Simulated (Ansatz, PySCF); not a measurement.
ClH3S3Sn, SMILES [SH][Sn]([SH])([SH])[Cl]. Atoms are numbered in the order given.

```xyz
8

S     -0.9288    -0.9412    -2.0518
Sn     0.1025    -0.1019    -0.0183
S      0.5022    -1.9272     1.5347
S      2.1892     1.0288    -0.5385
Cl    -1.3666     1.4474     0.9917
H     -0.7149    -2.2190    -1.6560
H      1.8414    -1.7706     1.4034
H      2.1283     0.5927    -1.8196
```

Geometry: B3LYP-D3(BJ)/def2-SVP. The structure was generated by enumeration; whether it is a known compound was not checked. The def2 effective core potentials stand for the cores of Sn; spin–orbit coupling is left out. Other conformers were not sampled.

Two levels are set side by side: PBE-D3(BJ)/def2-SVP (Ansatz, an electronic-structure program) and B3LYP-D3(BJ)/def2-SVP (Ansatz). Each level has its own optimised geometry; the coordinates shown are those of the second. Frequencies come from the Hessian of PySCF at each geometry. Differences are taken from unrounded values.

| quantity | B3LYP-D3(BJ) |
|---|---|
| mean bond length (Å) | 1.959 |
| bond S1–Sn2 (Å) | 2.430 |
| bond Sn2–S3 (Å) | 2.430 |
| bond Sn2–S4 (Å) | 2.430 |
| bond Sn2–Cl5 (Å) | 2.362 |
| bond S1–H6 (Å) | 1.355 |
| bond S3–H7 (Å) | 1.355 |
| bond S4–H8 (Å) | 1.355 |
| highest harmonic wavenumber (cm⁻¹) | 2666 |
| mean harmonic wavenumber (cm⁻¹) | 689 |
| zero-point energy (kcal/mol) | 17.74 |

Problem. What does PBE-D3(BJ) give, and how far is it from B3LYP-D3(BJ)? (The exact figures need the calculation; the answer reports its results.)

Solution. 
```
quantity                            PBE-D3(BJ)  PBE-D3(BJ) minus B3LYP-D3(BJ)
----------------------------------  ----------  -----------------------------
mean bond length (Å)                     1.967                          0.007
bond S1–Sn2 (Å)                          2.435                          0.005
bond Sn2–S3 (Å)                          2.435                          0.005
bond Sn2–S4 (Å)                          2.435                          0.005
bond Sn2–Cl5 (Å)                         2.368                          0.006
bond S1–H6 (Å)                           1.365                          0.010
bond S3–H7 (Å)                           1.365                          0.010
bond S4–H8 (Å)                           1.365                          0.010
highest harmonic wavenumber (cm⁻¹)        2609                            -58
mean harmonic wavenumber (cm⁻¹)            674                            -16
zero-point energy (kcal/mol)             17.34                          -0.40
```

Exact exchange shortens and stiffens bonds; PBE has none. Differences between two approximate levels are no errors against the true value.
